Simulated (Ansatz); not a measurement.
Basis sets compared for Al(PH3)F3 (AlPH₃F₃). Charge 0, multiplicity 1. Geometry r2SCAN-D4/def2-SVP. Ansatz on 4 threads of Arm Neoverse V2 on a shared host; times are rough, and most runs start from earlier orbitals.

```xyz
8

Al   -1.343   -0.368   -0.151
P     1.051    0.289    0.119
H     1.418    1.620   -0.196
H     2.020   -0.411   -0.640
H     1.632    0.179    1.406
F    -1.527   -0.017   -1.767
F    -2.031    0.677    0.948
F    -1.220   -1.970    0.282
```

B3LYP takes the VWN-RPA correlation.

Binding counts from free atoms (Al doublet, P quartet, H doublet, F doublet) in the same basis, without a counterpoise term.

| level | functions | energy (Eh) | HOMO (eV) | LUMO (eV) | binding per atom (eV) | wall time |
| --- | --- | --- | --- | --- | --- | --- |
| HF/6-31G | 59 | -882.7807 | -13.52 | 2.90 | 2.25 | 0.2 s |
| HF/def2-TZVP | 185 | -883.1300 | -13.22 | 2.61 | 2.76 | 1 s |
| PBE-D4/def2-SVP | 93 | -884.3362 | -7.99 | -1.33 | 3.71 | 0.6 s |
| PBE-D4/def2-TZVP | 185 | -884.9332 | -8.38 | -1.69 | 3.73 | 1.1 s |
| r2SCAN-D4/def2-TZVP | 185 | -885.3446 | -8.75 | -1.42 | 3.72 | 2.9 s |
| B3LYP-D4/6-31G | 59 | -885.2274 | -9.61 | -0.53 | 3.28 | 0.65 s |
| B3LYP-D4/def2-TZVP | 185 | -885.5732 | -9.66 | -0.99 | 3.70 | 1.6 s |
| PBE0-D4/def2-SVP | 93 | -884.3957 | -9.75 | -0.45 | 3.61 | 0.8 s |
| PBE0-D4/def2-TZVP | 185 | -884.9865 | -9.89 | -0.77 | 3.64 | 1.8 s |

**Question.** Estimate the rows for PBE-D4/def2-TZVPD, r2SCAN-D4/def2-TZVPD, PBE0-D4/def2-TZVPD.

**Answer.** 
| level | functions | energy (Eh) | HOMO (eV) | LUMO (eV) | binding per atom (eV) | wall time |
| --- | --- | --- | --- | --- | --- | --- |
| PBE-D4/def2-TZVPD | 233 | -884.9372 | -8.45 | -1.76 | 3.73 | 2 s |
| r2SCAN-D4/def2-TZVPD | 233 | -885.3478 | -8.79 | -1.45 | 3.72 | 4.3 s |
| PBE0-D4/def2-TZVPD | 233 | -884.9898 | -9.93 | -0.84 | 3.64 | 2.7 s |
